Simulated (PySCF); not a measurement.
**Correlation energy of Ni⁺ (nickel, charge +1)**

[Ar] 3d8 4p1, one real determinant (an excited configuration). All numbers are calculated (PySCF 2.14, no relativity, point nucleus, in def2-QZVPPD). Frozen: [Ar]; 9 electrons correlated.

MP2 pair energies summed by pair of shells (mhartree):

```csv
pair,energy,share (%)
3d-3d,-265.09,94.6
3d-4p,-15.26,5.4
```

Total MP2 correlation energy: -280.35 mhartree.

Same-spin part -107.97 and opposite-spin part -172.37 mhartree; SCS-MP2 scales them by 1/3 and 6/5 to -242.84 mhartree.

The reference is one real determinant that mixes LS terms of this configuration.
